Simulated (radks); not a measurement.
Problem. Species: Si6+. Configuration: [He] 2s2 2p(1/2: 2, 3/2: 2). Method: Dirac Kohn-Sham, PBE, spin-unpolarised, spherical densities, finite nucleus; Fermi nuclear charge, rms radius 3.1224 fm; computed with a radial shooting solver on a logarithmic mesh with Libxc functionals. Some entries of the table are withheld. Estimate them.

orbital  occ.  eigenvalue (eV)  <r^2> (bohr^2)
1s1/2       2              (1)         0.01661
2s1/2       2        -271.1357          0.3353
2p1/2       2              (2)             (3)
2p3/2       2              (4)             (5)

Solution. 
(1) 1s1/2 eigenvalue (eV): -1946.920
(2) 2p1/2 eigenvalue (eV): -230.9367
(3) 2p1/2 <r^2> (bohr^2): 0.2893
(4) 2p3/2 eigenvalue (eV): -230.1546
(5) 2p3/2 <r^2> (bohr^2): 0.2913
